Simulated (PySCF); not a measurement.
Solvent effects on NMR parameters

Atoms are numbered as in `[O:1]=[C:2]([Cl:3])[C:4]([F:5])([F:6])[F:7]`.

GIAO PBE0/pcSseg-1 in PySCF on one PBE0-D3(BJ)/def2-SVP conformer, non-relativistic, equivalent nuclei averaged. Solvents enter as an IEF-PCM continuum (cyclohexane with ε = 2.0, chloroform with ε = 4.7, water with ε = 78.4) around the gas-phase geometry. Shifts are referred to TMS, CFCl3 computed in the same medium.

In cyclohexane, δ in ppm: C2 171.0, C4 119.2, F5/F6/F7 -87.2. Dipole moment 0.87 D.

(1) How does each δ change in the more polar media?

(2) Which nuclei move most (in ppm), and what does the model miss?

## Answers

(1) 
| atoms | environment | Δδ, chloroform | Δδ, water |
| --- | --- | --- | --- |
| C2 | carbonyl carbon | +0.9 | +1.8 |
| C4 | CF3 carbon | +0.4 | +0.8 |
| F5/F6/F7 | fluorine of a CF3 group | +0.8 | +1.5 |

Changes are relative to cyclohexane. The dipole moment becomes 0.93 D in chloroform, 0.99 D in water.

(2) C2 (carbonyl carbon, +1.8 ppm) in water. A continuum only polarises the solute; specific hydrogen bonds, the anisotropy of aromatic solvents and changes of geometry or conformer are outside it.
